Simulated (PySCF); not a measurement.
I$_{2}$Sb (SMILES [I][Sb][I]), doublet, geometry from GFN2-xTB (the spin is typed, not shown lowest) (core potentials on I, Sb).

Input for PySCF:
```python
from pyscf import gto, scf, dft

mol = gto.Mole()
mol.atom = '''
    Sb    1.05305002    0.53019418    0.29488379
    I    -0.87992306    1.25449383   -1.52311924
    I    -0.13338922   -1.76468068    1.23936314
'''
mol.basis = 'def2-sv(p)'
mol.ecp = {'I': 'def2-sv(p)', 'Sb': 'def2-sv(p)'}
mol.spin = 1
mol.verbose = 4
mol.build()

mf = dft.UKS(mol)
mf.xc = 'pbe'
mf.kernel()
```

Question: What is the computed nuclear repulsion energy (PBE/def2-SV(P) (PySCF))?

Answer: 300.7466 Eh

Question: Give the <S^2> at the level PBE/def2-SV(P).

Answer: 0.752

Question: What HOMO energy does PBE/def2-SV(P) give?

Answer: -5.10 eV

Question: What is the computed total energy (PBE/def2-SV(P))?

Answer: -835.6974 Eh

These values belong to the state on which the SCF converged, which isn't shown to be the lowest.
